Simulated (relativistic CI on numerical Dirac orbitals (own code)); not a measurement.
# One change at a time: Ag XXVII

Base calculation: Dirac-Coulomb-Breit CI, orbitals from a KLI potential per configuration, QED by a radiative potential, unscaled Slater integrals.

CI space (outside the closed core [Ne]): 3s²3p⁶3d³, 3s²3p⁵3d⁴, 3s3p⁶3d⁴, 3s²3p⁶3d²4s, 3s²3p⁶3d²4p, 3s²3p⁶3d²4d, 3s²3p⁶3d²4f, 3s²3p⁵3d³4s, 3s²3p⁵3d³4p, 3s3p⁶3d³4s, 3s²3p⁶3d4s4p, 3s²3p⁶3d²5s, 3s3p⁶3d³4p, 3p⁶3d⁴4p, 3s²3p⁶3d²5p, 3s²3p⁶3d²5d, 3s²3p⁶3d4p4d, 3s²3p⁶3d²5f, 3s²3p⁶3d²5g, 3s²3p⁶3d²6s, 3s²3p⁶3d²6p, 3p⁶3d⁵, 3p⁵3d⁶, 3s²3p⁶3d4s², 3s²3p⁶4s²4p, 3s²3p⁶4s²4d, 3s²3p⁶4s²4f, 3p⁶3d⁴4s, 3p⁵3d⁵4s, 3s²3p⁶3d4p², 3s²3p⁶4s4p², 3s²3p⁶4p³, 3s²3p⁶4p²4d, 3s²3p⁶4p²4f, 3s²3p⁶3d4s4d, 3s²3p⁶4s4p4d, 3s²3p⁶4s4d², 3s²3p⁶4s4d4f, 3p⁶3d⁴4d, 3p⁵3d⁵4d, 3s²3p⁶3d4d², 3s²3p⁶4p4d², 3s²3p⁶4d³, 3s²3p⁶4d²4f, 3s3p⁶3d²4s², 3s3p⁶3d4s²4p, 3s3p⁶3d4s²4d, 3s3p⁶3d4s²4f. Double excitations out of closed p, d and f shells are left out; levels of such configurations are missing from the list, as are those of other unlisted configurations, and high levels can miss mixing partners. These lack a partner that the ground configuration has and come out too high: 3s²3p⁵3d³4p.

The lowest level and the first level of each name with at least 55 % of one term (blank where a level has no safe partner in the second run):

```
            Level  Base (cm⁻¹)  Shift (cm⁻¹)
  3s²3p⁶3d³ ⁴F3/2            0             0
  3s²3p⁶3d³ ⁴F5/2        35184         +1302
  3s²3p⁶3d³ ⁴F7/2        61917          +473
  3s²3p⁶3d³ ⁴F9/2        78481         -1618
  3s²3p⁶3d³ ⁴P1/2        95548         -4871
  3s²3p⁶3d³ ²G7/2       125718         -3875
  3s²3p⁶3d³ ²H9/2       131192         -3805
  3s²3p⁶3d³ ⁴P5/2       137847         -5061
  3s²3p⁶3d³ ²P1/2       165785         -6096
 3s²3p⁶3d³ ²H11/2       175300         -7359
  3s²3p⁶3d³ ²D5/2       189943         -7344
  3s²3p⁶3d³ ²G9/2       203075         -4824
  3s²3p⁶3d³ ²F5/2       223434        -14008
  3s²3p⁶3d³ ²F7/2       226289        -12675
  3s²3p⁶3d³ ²P3/2       227110         -6984
 3s²3p⁵3d⁴ ⁶D°5/2      1196365        +19731
 3s²3p⁵3d⁴ ⁶D°7/2      1203624        +20830
 3s²3p⁵3d⁴ ⁶D°9/2      1215905        +20561
 3s²3p⁵3d⁴ ⁶D°1/2      1225404        +18386
3s²3p⁵3d⁴ ⁶F°11/2      1271841        +13718
 3s²3p⁵3d⁴ ⁴D°1/2      1310914        +11514
3s²3p⁵3d⁴ ⁴H°13/2      1346668         +7357
```

At this charge energies of transitions that change n are usually good to better than 1 %, and those within a shell (Δn = 0) to a few per cent. Terms inside the open d or f shell come out 10 to 20 % too wide with unscaled integrals.

(1) One thing was changed in a second run, which moved the levels as shown. Which?
A. Breit term removed
B. QED terms removed
C. valence Slater integrals scaled by 0.9
D. only the first 3 configurations
E. configuration mixing switched off

## Answers

(1) C. Valence Slater integrals scaled by 0.9. Scaling acts on the splittings between terms and on the mixing, and leaves the fine structure of pure LS terms nearly alone; in jj coupling it moves the levels of one term differently.

LS names give the leading component of a level, which can be under half, so a name can repeat, a term be missing and a line seem to break the LS rules.
